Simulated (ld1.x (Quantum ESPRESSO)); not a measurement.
## Yb: TM semilocal pseudisation with PBE, scalar-relativistic reference atom.

```
Element                 : Yb
Generator               : ld1.x (Quantum ESPRESSO) 7.5
Type                    : norm-conserving Troullier–Martins (semilocal form)
Functional              : PBE
Relativity              : scalar-relativistic
Frozen core             : [Kr] 4d10
Valence charge          : 24
Reference configuration : 4f13 5s2 5p6 5d0 6s0 6p0 (charge +3)
Partial waves           : 5s (bound): rc 1.45 bohr; 5p (bound): rc 1.85 bohr; 5d (bound, empty): rc 2.30 bohr; 4f (bound): rc 1.00 bohr
Local potential         : the f channel
Core correction         : Bessel-smoothed model core inside 0.80 bohr
```

Poles of the logarithmic derivatives, all-electron (AE) and pseudo (PS). s: poles at -6.2, 1.9 (AE) and -6.2, 1.4 (PS) Ry. p: poles at -4.0, 3.8 (AE) and -4.0, 3.0 (PS) Ry. d: poles at -0.9 (AE) and -0.9 (PS) Ry. f: poles at -2.6, 2.8 (AE) and -2.6, 2.9 (PS) Ry. Test radius 2.51 bohr.

- Largest excitation error: +481 meV (all-electron minus pseudo) for 4f13 5s2 5p6 5d0 6s2 6p0, out of 7 test configurations

A Bessel basis up to 400 Ry misses an occupied level by 0.02 Ry, so cutoffs and ghosts were not judged.
